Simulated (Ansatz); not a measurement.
`[BH2][SbH][SiH3]` + NH₃ → `[NH2][SbH][SiH3]` + BH₃ at 500 K and 1 bar (cleavage of the Sb–B bond).

Computed with Ansatz on PBE0-D4/def2-TZVP structures; ΔE is electronic, products minus reactants. CBS: MP2 limit from def2 TZ/QZ plus the TZ coupled-cluster correction, frozen cores. This one scheme is used for every species. def2 core potentials past Kr. For Sb outer-core shells are correlated without core-valence functions, which leaves a few kJ/mol of doubt a bond. Each species was taken in one conformer, which may not be the lowest.

```tsv
species	CCSD(T)/CBS energy (Eh)	H − E (kJ/mol)	S (J/(mol·K))
`[BH2][SbH][SiH3]`	-557.46017	179.9	410.7
NH₃	-56.50880	108.2	211.8
`[NH2][SbH][SiH3]`	-587.39549	193.2	403.3
BH₃	-26.55200	86.8	208.8
```

H − E and S are ideal-gas, rigid-rotor, harmonic terms from PBE0-D4/def2-TZVP, for one conformer and one mirror image of each species. 1 Eh = 2625.50 kJ/mol, R = 8.31446 J/(mol·K).

Task: By hand: ΔE, ΔH, ΔS and ΔG.

Result: ΔE = (-587.39549) + (-26.55200) − (-557.46017) − (-56.50880) = 0.02148 Eh = 56.4 kJ/mol. Δ(H − E) = 193.2 + 86.8 − 179.9 − 108.2 = -8.1, so ΔH = 48.3 kJ/mol. ΔS = 403.3 + 208.8 − 410.7 − 211.8 = -10.4 J/(mol·K). ΔG = 48.3 − 500 × (-10.4)/1000 = 53.5 kJ/mol.

Task: By hand: the equilibrium constant, and the temperature at which ΔG would vanish if ΔH and ΔS stayed fixed.

Result: log₁₀ K = −ΔG/(RT ln 10) = -5.6. ΔH and −TΔS have one sign here, so there is no such temperature.

The number of gas molecules stays the same, so ΔS is small and ΔH decides. A doubt of 5 kJ/mol in ΔE shifts log₁₀ K by 0.5 here. Other conformers and mirror images would add mixing entropy, several J/(mol·K) or more a flexible species. Modes under 60 cm⁻¹, often nearly free rotors, make the harmonic entropy too high. These are equilibria of isolated gas molecules and say nothing of rates. Largest T1 diagnostic: 0.015 (customary marks: 0.02 for closed shells, 0.045 for open ones).

ΔS is within the doubt of such terms, so its sign, and with it that verdict, could turn.
